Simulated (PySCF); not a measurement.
SnCl4, SMILES [Cl][Sn]([Cl])([Cl])[Cl]. Coordinates come from a B3LYP-D3(BJ)/def2-SVP optimisation. The isomer is the one that the SMILES or the coordinates give; other isomers of the formula were not compared. The def2 effective core potentials stand for the cores of Sn; spin–orbit coupling is left out.

Method: PySCF 2.14.0 with B3LYP-D3(BJ)/def2-SVP.

Harmonic wavenumbers (cm⁻¹): 94, 94, 122, 122, 122, 346, 396, 396, 396. Rotational constants (GHz): 0.9813, 0.9813, 0.9813; symmetry number 12.

### Question
Work out the zero-point energy and the ideal-gas rigid-rotor harmonic-oscillator thermochemistry at 298.15 K and 1 atm.

### Answer
ZPE = ½ Σ hcν = ½ × 2089 cm⁻¹ = 12.50 kJ/mol. H − E(el) = 35.21 kJ/mol. Entropy in J/(mol K): translation 178.12, rotation 105.74, vibration 85.53, total 369.39. G − E(el) = -74.92 kJ/mol. Cp = 99.03 J/(mol K). Modes under 150 cm⁻¹ make the vibrational entropy uncertain.
